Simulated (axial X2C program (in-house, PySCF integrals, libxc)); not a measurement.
# Excited states of ScO⁻ by EOM-EE-CCSD

Calculated with an in-house all-electron X2C program for linear molecules (integrals from PySCF): two-component X2C with atomic mean-field Coulomb and Gaunt terms, Gaussian nuclei, basis Sc dyall-acv3z, O dyall-av3z with contracted cores.

R = 1.680 Å (near the PBE0 minimum at charge -1 of the determinant lowest at the starting distance; the state shown can have its own minimum elsewhere).

Hartree–Fock spinors of ScO⁻ (one of each Kramers pair; a window near the gap, which can cut inner shells):

```
  ω  occupied  ε (eV)                    character
1/2       yes  -25.65  67% O s, 12% Sc p, 11% Sc d
1/2       yes   -7.06   75% O p, 17% Sc d, 3% Sc p
1/2       yes   -6.71   75% O p, 16% Sc d, 4% Sc f
3/2       yes   -6.69   75% O p, 16% Sc d, 4% Sc f
1/2       yes   -1.09   71% Sc s, 16% Sc p, 6% O p
3/2        no    1.93                    100% Sc p
1/2        no    1.93                    100% Sc p
1/2        no    1.96                     99% Sc p
1/2        no    2.51                     98% Sc s
1/2        no    3.76   58% Sc d, 38% Sc p, 3% O p
3/2        no    3.76   60% Sc d, 37% Sc p, 3% O p
```

Vertical excitation energies from the closed-shell determinant state of ScO⁻:

```csv
Ω,excitation (eV),cm⁻¹,hole of the leading pair,particle of the leading pair,weight of the pair (for Ω = 0 its time-reversed partner can hold as much again),singles weight
0⁻,1.165,9395,"71% Sc sσ, 16% Sc pσ, 6% O pσ","74% Sc pπ, 20% Sc dπ",0.49,0.97
0⁺,1.165,9395,"71% Sc sσ, 16% Sc pσ, 6% O pσ","74% Sc pπ, 20% Sc dπ",0.49,0.97
1,1.168,9421,"71% Sc sσ, 16% Sc pσ, 6% O pσ","74% Sc pπ, 20% Sc dπ",0.49,0.97
2,1.171,9448,"71% Sc sσ, 16% Sc pσ, 6% O pσ","74% Sc pπ, 20% Sc dπ",0.97,0.97
1,1.564,12615,"71% Sc sσ, 16% Sc pσ, 6% O pσ","54% Sc pσ, 33% Sc sσ, 10% Sc dσ",0.96,0.96
0⁻,1.564,12615,"71% Sc sσ, 16% Sc pσ, 6% O pσ","54% Sc pσ, 33% Sc sσ, 10% Sc dσ",0.48,0.96
1,1.697,13691,"71% Sc sσ, 16% Sc pσ, 6% O pσ",98% Sc pπ,0.47,0.94
0⁺,1.733,13980,"71% Sc sσ, 16% Sc pσ, 6% O pσ","82% Sc pσ, 16% Sc sσ",0.47,0.94
0⁻,1.854,14950,"71% Sc sσ, 16% Sc pσ, 6% O pσ",95% Sc pπ,0.85,0.95
1,1.854,14956,"71% Sc sσ, 16% Sc pσ, 6% O pσ",95% Sc pπ,0.48,0.95
2,1.855,14962,"71% Sc sσ, 16% Sc pσ, 6% O pσ",95% Sc pπ,0.95,0.95
```

This point took 67 s on 1 thread of AMD EPYC 9R45 96-Core Processor (Zen 5), on a shared host.

Reference electrons by ω block (each with its −ω partner): 1/2: 12, 3/2: 3. 18 electrons of ScO⁻ correlated (inner shells frozen), 84 natural virtual spinors (a truncated set); levels can be off by some tenths of an eV. Roots sought by Ω: (0: 5, 1: 4, 2: 3, 3: 1); rows need 60 % singles weight and stop where some Ω has no more roots. Missing are any skipped roots, higher Ω and states of a further excitation; these come out far too high here and may in truth be low or lowest. T1 of the reference 0.027 (Lee–Taylor). The highest Hartree–Fock level of the anion lies at -1.09 eV; relaxation, partly offset by correlation, puts the detachment threshold some tenths of an eV to over one eV lower in magnitude, and states above it are held by the basis set and are not bound; that holds for every row here. Number of frozen shells: Sc 2 s, 1 p; O 1 s. Large amplitudes in the reference (orbital relaxation or multireference character) lower the reliability.
